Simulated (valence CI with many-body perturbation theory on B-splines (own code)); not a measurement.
# Energy levels of As²⁰⁺

Calculated by relativistic CI+MBPT: three valence electrons over a frozen Dirac-Fock core [Ne], a basis of 11 s, 11 p, 9 d, 7 f, 5 g, 2 h, 1 i functions for each j, with the one-electron correlation potential Σ1, the two-electron term Σ2, the three-electron term Σ3, Breit, model QED; selected CI, second order for the rest (own B-spline code, finite nucleus).

No measured levels were compared; by estimate levels of excited configurations hold to 0.05 to 0.15 % of their energy, terms of the ground configuration to about 0.5 %.

Levels 1 to 45 of 67, with energies above the lowest level, 3s2 3p 2P°_1/2. "Leading %" is the weight of the configuration and term that name the level; weights of strongly mixed levels are sums over their largest components and can fall short. In the jj column 3d3/2^4 stands for four electrons in 3d with j = 3/2.

```tsv
No.	Configuration	Term	J	E (cm⁻¹)	Leading %	g	Leading jj
1	3s2 3p	2P°	1/2	0	98	0.663	3s^2 3p1/2 (98 %)
2	3s2 3p	2P°	3/2	63587	98	1.332	3s^2 3p3/2 (98 %)
3	3s 3p2	4P	1/2	351920	94	2.625	3s 3p1/2^2 (65 %)
4	3s 3p2	4P	3/2	383180	98	1.723	3s 3p1/2 3p3/2 (94 %)
5	3s 3p2	4P	5/2	410110	88	1.552	3s 3p1/2 3p3/2 (66 %)
6	3s 3p2	2D	3/2	483400	83	0.823	3s 3p1/2 3p3/2 (70 %)
7	3s 3p2	2D	5/2	499470	77	1.245	3s 3p3/2^2 (61 %)
8	3s 3p2	2P	1/2	561080	53	1.305	3s 3p1/2 3p3/2 (50 %)
9	3s 3p2	2S	1/2	624570	52	1.402	3s 3p3/2^2 (75 %)
10	3s 3p2	2P	3/2	636340	92	1.311	3s 3p3/2^2 (66 %)
11	3s2 3d	2D	3/2	720420	84	0.804	3s^2 3d3/2 (84 %)
12	3s2 3d	2D	5/2	728990	86	1.199	3s^2 3d5/2 (86 %)
13	3p3	2D°	3/2	895610	44	1.107	3p1/2^2 3p3/2 (69 %)
14	3p3	2D°	5/2	922100	66	1.197	3p1/2 3p3/2^2 (66 %)
15	3p3	4S°	3/2	931040	70	1.662	3p1/2 3p3/2^2 (80 %)
16	3s 3p 3d	4F°	3/2	979550	95	0.430	3s 3p1/2 3d3/2 (84 %)
17	3s 3p 3d	4F°	5/2	992870	94	1.039	3s 3p1/2 3d3/2 (44 %)
18	3p3	2P°	1/2	1012200	81	0.664	3p1/2 3p3/2^2 (81 %)
19	3s 3p 3d	4F°	7/2	1013200	94	1.245	3s 3p1/2 3d5/2 (54 %)
20	3p3	2P°	3/2	1035600	55	1.339	3p3/2^3 (61 %)
21	3s 3p 3d	4F°	9/2	1045800	100	1.332	3s 3p3/2 3d5/2 (100 %)
22	3s 3p 3d	4P°	5/2	1051200	58	1.481	3s 3p1/2 3d5/2 (88 %)
23	3s 3p 3d	4D°	3/2	1056500	62	1.351	3s 3p1/2 3d3/2 (44 %)
24	3s 3p 3d	4D°	1/2	1058100	88	0.248	3s 3p1/2 3d3/2 (71 %)
25	3s 3p 3d	4D°	7/2	1094700	93	1.414	3s 3p3/2 3d5/2 (64 %)
26	3s 3p 3d	4D°	5/2	1095800	65	1.373	3s 3p3/2 3d3/2 (68 %)
27	3s 3p 3d	4P°	3/2	1097800	59	1.487	3s 3p3/2 3d3/2 (85 %)
28	3s 3p 3d	4P°	1/2	1097900	91	2.424	3s 3p3/2 3d3/2 (96 %)
29	3s 3p 3d	2D°	3/2	1112300	66	0.891	3s 3p3/2 3d3/2 (30 %)
30	3s 3p 3d	2D°	5/2	1113100	36	1.174	3s 3p3/2 3d5/2 (46 %)
31	3s 3p 3d	2F°	5/2	1135600	67	0.986	3s 3p3/2 3d5/2 (40 %)
32	3s 3p 3d	2F°	7/2	1180500	99	1.142	3s 3p3/2 3d5/2 (65 %)
33	3s 3p 3d	2P°	3/2	1221100	59	1.206	3s 3p1/2 3d3/2 (35 %)
34	3s 3p 3d	2F°	7/2	1251600	96	1.146	3s 3p3/2 3d5/2 (51 %)
35	3s 3p 3d	2P°	1/2	1253300	89	0.661	3s 3p3/2 3d5/2 (76 %)
36	3s 3p 3d	2F°	5/2	1257900	93	0.874	3s 3p3/2 3d3/2 (75 %)
37	3s 3p 3d	2P°	1/2	1280700	88	0.660	3s 3p3/2 3d3/2 (72 %)
38	3s 3p 3d	2D°	3/2	1287100	48	1.047	3s 3p3/2 3d5/2 (51 %)
39	3s 3p 3d	2D°	5/2	1292900	80	1.178	3s 3p3/2 3d5/2 (69 %)
40	3s 3p 3d	2P°	3/2	1294200	65	1.201	3s 3p3/2 3d5/2 (44 %)
41	3p2 3d	4F	3/2	1466200	78	0.545	3p1/2^2 3d3/2 (72 %)
42	3p2 3d	2F	5/2	1479100	80	0.905	3p1/2 3p3/2 3d3/2 (50 %)
43	3p2 3d	4F	5/2	1485800	83	1.063	3p1/2 3p3/2 3d3/2 (60 %)
44	3p2 3d	2F	7/2	1497900	65	1.162	3p1/2 3p3/2 3d3/2 (48 %)
45	3p2 3d	2P	3/2	1508800	59	1.163	3p1/2 3p3/2 3d3/2 (72 %)
```

Names give the largest LS component (configuration and term), which can be under half, so a name can repeat, a term be missing and a line seem to break the LS rules; names also repeat where a configuration has a term twice.

The ionisation energy to 3s2 1S_0 of the next ion comes out as 819.96 eV (NIST: 814 ± 4 eV (semi-empirical)). All 67 levels together are meant to be complete up to 1712300 cm⁻¹.
